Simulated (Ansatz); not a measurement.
A CCSD(T) single point on C$_{2}$H$_{5}$FGe, SMILES `F/C=[CH]/[GeH3]`.

```yaml
crystal:
  periodic: [false, false, false]
  atoms:
    - {symbol: F, position_ang: [-0.715428, 2.577519, 0.689956]}
    - {symbol: C, position_ang: [-0.329841, 1.470686, 0.044727]}
    - {symbol: C, position_ang: [-0.199672, 0.304072, 0.647885]}
    - {symbol: Ge, position_ang: [0.361430, -1.265649, -0.327315]}
    - {symbol: H, position_ang: [-0.147216, 1.670159, -1.006676]}
    - {symbol: H, position_ang: [-0.416195, 0.247439, 1.710499]}
    - {symbol: H, position_ang: [1.669102, -1.819746, 0.261327]}
    - {symbol: H, position_ang: [-0.715570, -2.359288, -0.241135]}
    - {symbol: H, position_ang: [0.581990, -0.871492, -1.796467]}
basis:
  gaussian: {orbitals: def2-TZVPP}
correlation: {method: ccsd_t}
```

```sh
$ ansatz run in.yaml --threads 4 --pin off --events-out ev --progress --plain --max-ram 10444MiB
```

The program prints (abridged):

```
Functional definition: HF
1297 factors; integrals over basis functions are off by at most 1.1e-3 eV
mean field evaluation 1: about -61317.9710 eV, gradient 3.0e1 eV
mean field evaluation 2: about -61318.1513 eV, gradient 3.0e1 eV
mean field evaluation 4: about -61320.5226 eV, gradient 3.6e0 eV
mean field evaluation 8: about -61320.5673 eV, gradient 2.3e-1 eV
mean field -61320.56761559 eV, -2253.4892952992 hartree, gradient 1.7e-6 eV, S^2 0.000000; 0 other end points of the search recorded, 0 dependent functions left out
12 core orbitals not correlated: weight in the atoms' cores, before any rotation towards them, 1.000 or more for the frozen orbitals, at most 0.000 for the correlated occupied ones
reference -61320.56761559 eV, -2253.4892952992 hartree; 17, 17 occupied and 182, 182 virtual orbitals, 1297 factors
second order -22.63330372 eV of doubles, -0.00000000 eV of singles
cycle   1  -22.61832541 eV  change    1.5e-2 eV  update   1.1e-1
cycle   2  -23.25733287 eV  change   -6.4e-1 eV  update   3.4e-2
cycle   3  -23.38447763 eV  change   -1.3e-1 eV  update   1.7e-2
cycle   4  -23.37274537 eV  change    1.2e-2 eV  update   4.5e-3
cycle   5  -23.37094751 eV  change    1.8e-3 eV  update   1.8e-3
cycle   6  -23.37190511 eV  change   -9.6e-4 eV  update   4.6e-4
cycle   7  -23.37175219 eV  change    1.5e-4 eV  update   1.4e-4
cycle   8  -23.37170732 eV  change    4.5e-5 eV  update   4.7e-5
cycle   9  -23.37171834 eV  change   -1.1e-5 eV  update   1.6e-5
perturbative correction -0.88734012 eV, -0.0326091481 hartree
Total energy: -61344.82667405 eV, -2254.3807992545 hartree
```

Run time 70 s (4 threads of an Arm Neoverse V2 on a shared host); peak host memory 3.1 GiB.

The correlation energy is -24.259 eV, 3.7 % of it from (T); the T1 diagnostic reads 0.0122.
